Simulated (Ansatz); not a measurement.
`C[SiH2]N[SiH2]Cl` + `[NH2][GeH2][Cl]` → `Cl[SiH2][NH][GeH2][Cl]` + `C[SiH2]N`  (ligand exchange at the Si–N bond)

Calculated with Ansatz (gas phase, PBE0-D4/def2-TZVP geometries, no zero-point term in ΔE). CCSD(T)/CBS adds triple-zeta CCSD(T) − MP2 to the extrapolated MP2 energy (def2 sets, frozen cores). DFT in def2-TZVPP. B3LYP here is the variant with VWN-RPA as its local correlation; programs differ in this. For Ge outer-core shells are correlated without core-valence functions, which leaves a few kJ/mol of doubt a bond. Scalar relativity is left out up to krypton. One conformer a species, not always the lowest.

`C[SiH2]N[SiH2]Cl`:

Cartesian coordinates in Å:
```
C -0.720 0.490 1.889
Si 0.758 0.025 0.853
N 0.569 0.429 -0.828
Si 0.027 -0.597 -2.078
Cl -2.030 -0.827 -2.103
H -0.565 0.205 2.933
H -1.618 -0.015 1.524
H -0.900 1.568 1.858
H 1.967 0.718 1.376
H 0.971 -1.445 0.888
H 0.571 1.416 -1.049
H 0.388 -0.017 -3.390
H 0.582 -1.950 -1.872
```

`[NH2][GeH2][Cl]`:

Cartesian coordinates in Å:
```
N 1.111 0.405 0.181
Ge -0.452 -0.348 -0.361
Cl -2.107 0.082 0.984
H 1.467 0.061 1.062
H 1.115 1.415 0.195
H -0.291 -1.870 -0.351
H -0.844 0.254 -1.711
```

`Cl[SiH2][NH][GeH2][Cl]`:

Z-matrix (Å, degrees):
```
Si
N 1 1.707
Cl 1 2.063 2 112.7
H 1 1.478 2 107.8 3 -117.6
H 1 1.479 2 110.7 3 118.3
Ge 2 1.824 1 126.8 3 98.0
H 2 1.010 1 118.0 3 -80.4
Cl 6 2.160 2 109.4 1 100.5
H 6 1.530 2 110.1 1 -143.4
H 6 1.529 2 108.3 1 -16.1
```

`C[SiH2]N`:

Z-matrix (Å, degrees):
```
C
Si 1 1.871
H 1 1.093 2 111.2
H 1 1.094 2 110.5 3 119.8
H 1 1.093 2 111.2 3 -120.4
N 2 1.720 1 116.4 3 60.2
H 2 1.489 1 108.4 3 -179.4
H 2 1.489 1 108.4 3 -60.3
H 6 1.007 2 120.7 1 73.7
H 6 1.007 2 120.7 1 -73.5
```

Q: Is it downhill or uphill in electronic energy at CCSD(T)/CBS, and by how much? (Estimate.)

A: Computed: Uphill: ΔE = +7.2 kJ/mol.

Q: What do these levels give: PBE0-D4, B3LYP-D4, MP2/def2-TZVPP, HF/def2-QZVPP, MP2/CBS(def2), CCSD/CBS(def2)? (Best estimate.)

A: Computed: PBE0-D4 9.6, B3LYP-D4 9.3, MP2/def2-TZVPP 7.2, HF/def2-QZVPP 5.4, MP2/CBS(def2) 6.9, CCSD/CBS(def2) 6.7 kJ/mol.

Largest T1 diagnostic among the species: 0.010.
